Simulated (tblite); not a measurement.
Compound: C₅H₁₁ClGe₂.
Cartesian coordinates in Å at the GFN2-xTB level; atoms count from 1:
```
atom  x, y, z in Å
C1     3.166    1.103   -0.461
C2     2.150    0.250    0.121
C3     1.329   -0.461    0.630
C4     0.309   -1.303    1.211
Ge5   -1.084   -1.761   -0.130
C6    -1.688   -0.130   -1.067
Ge7   -2.008    1.395    0.142
Cl8   -3.347    0.832    1.655
H9     3.941    0.496   -0.928
H10    3.621    1.724    0.310
H11    2.722    1.751   -1.217
H12    0.763   -2.214    1.610
H13   -0.172   -0.775    2.041
H14   -2.245   -2.455    0.538
H15   -0.548   -2.724   -1.165
H16   -0.924    0.160   -1.788
H17   -2.600   -0.343   -1.625
H18   -2.641    2.565   -0.594
H19   -0.753    1.898    0.815
```

Calculated harmonic vibrations of the isolated species, GFN2-xTB (tblite), most abundant isotopes, no scaling. Against measured fundamentals such values can be off by several per cent, at times by over 20. Modes of hydrogen on germanium can be 10 to 20 % off. One conformer, not necessarily the lowest. The optimisation stopped once no atom felt more than 0.01 eV/Å.

Lowest wavenumbers of the output (negative numbers stand for imaginary wavenumbers):
```
mode    cm-1
  1     -36.8
  2      19.7
  3      26.5
  4      48.2
  5      72.7
  6      88.4
  7     144.4
  8     161.7
  9     217.8
 10     236.2
 11     294.6
 12     328.5
 13     376.3
 14     391.4
 15     412.6
```

Q: Is this structure a minimum?

A: Not by this Hessian. 1 mode is imaginary beyond 20i (37i cm⁻¹), so at this level the point lies at or near a first-order saddle. The curvature is small, so loose convergence or finite differences may be the whole cause.

Q: Which atoms move in the imaginary mode?

A: 37i: H11 (methyl hydrogen) 34 %, H9 (methyl hydrogen) 34 %, H10 (methyl hydrogen) 32 %. These are shares of the mass-weighted motion.

Q: What is the remedy?

A: Step along that mode in both directions, optimise again with tighter thresholds and repeat the frequencies. The zero-point energy of this point (80.8 kcal/mol) counts the 50 real modes alone, and thermal corrections from it aren't those of a minimum.

Time: 1.7 s. Hardware: Arm Neoverse N1, one thread, shared host. This covers the Hessian and the dipole derivatives.
